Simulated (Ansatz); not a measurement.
Cost and result up the ladder for the cluster Li₇Al (8 atoms). Total charge 0; singlet. Geometry: PBE0-D4/def2-TZVP.

Cartesian coordinates in Å:
```
Al 0.378 0.069 -1.150
Li 0.692 -1.709 0.959
Li 1.368 0.817 1.334
Li -1.627 0.845 -2.757
Li -0.083 2.646 -0.868
Li -1.695 0.373 0.528
Li 2.265 -1.122 3.506
Li -1.300 -1.920 -1.551
```

Ansatz on 4 threads of Arm Neoverse V2 on a shared host. Times are rough, and most runs start from the orbitals of an earlier one. No level here is sound enough to serve as a yardstick. Binding counts from free atoms at the same level (Al doublet, Li doublet; other spins of the atoms weren't run), without zero-point energy or a counterpoise term.

Correlated methods freeze 5 core orbitals; core or outer-core shells of Li are correlated, in sets that lack core-valence functions. Another isomer (singlet) lies 0.26 eV lower at PBE0-D4/def2-TZVP; other spin states weren't run for this one.

Correlated methods converge slowly with the basis.

| level | functions | wall time | binding energy per atom (eV) | remarks |
| --- | --- | --- | --- | --- |
| LDA (SPW92)/def2-TZVP | 135 | 0.7 s | 1.30 | restricted SCF unstable in HF |
| PBE-D4/def2-TZVP (with forces) | 135 | 1.4 s | 1.15 | restricted SCF unstable in HF |
| PBE0-D4/def2-TZVP | 135 | 1.4 s | 1.11 | restricted SCF unstable in HF |
| r2SCAN-D4/def2-TZVP | 135 | 2.6 s | 1.12 | restricted SCF unstable in HF |
| ωB97M-V/def2-TZVP | 135 | 6 s | 1.12 | restricted SCF unstable in HF |
| CCSD(T)/def2-TZVPP | 175 | 24 s | 1.12 | restricted SCF unstable |
